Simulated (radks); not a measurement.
Values are calculated unless marked as measured or tabulated.
Q: Radial electron density D(r) = 4 pi r^2 rho(r) of an atom or ion with 11 electrons. Code: a radial shooting solver on a logarithmic mesh with Libxc functionals. Model: non-relativistic Kohn-Sham, LDA (Slater exchange, VWN5 correlation), spin-polarised, spherical densities, point nucleus.

```
   r/bohr * D(r) (the largest magnitude, 14.3, reaches the edge; | marks zero)
  0.01144 |     *
  0.01501 |         *
  0.01971 |              *
  0.02587 |                      *
  0.03395 |                               *
  0.04457 |                                         *
   0.0585 |                                                 *
  0.07679 |                                                      *
   0.1008 |                                                    *
   0.1323 |                                            *
   0.1736 |                                   *
   0.2279 |                                *
   0.2968 |                                     *
   0.3896 |                                            *
   0.5113 |                                           *
   0.6712 |                                *
    0.881 |                *
    1.156 |      *
    1.518 |  *
    1.992 | *
    2.615 |*
    3.432 |*
    4.505 *
    5.914 *
    7.762 *
    10.19 *
    13.37 *
```

What is the nuclear charge?

A: Z = 13. The innermost maximum, from 1s, lies near 1/Z = 0.0769 bohr (found: 0.0819), and its height grows with Z. The density is that of the aluminium ion Al2+ in [He] 2s1.5 2p6 3s1 4f0.5; the configuration itself is not fixed sharply by these data, and Z only to about a unit. D(r) has 3 maxima, at r = 0.0819, 0.439, 5.55 bohr, and minima at 0.217, 4.40 bohr, inside which lie 2.21, 10.59 electrons.
